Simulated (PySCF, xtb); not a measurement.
CH3BrFIn, SMILES [CH3][In]([F])[Br].

GFN2-xTB run with xtb at its own geometry gives an orbital gap of 2.92 eV and a dipole moment of 6.31 D.

Geometry: B3LYP-D3(BJ)/def2-SVP. The structure was generated by enumeration; whether it is a known compound was not checked. The def2 effective core potentials stand for the cores of In; spin–orbit coupling is left out.

### Question
What does CAM-B3LYP/def2-TZVP run with PySCF give? (The exact figures need the calculation; the answer reports its results.)

### Answer
gap 8.56 eV (levels -9.60 and -1.04 eV), dipole 4.06 D.
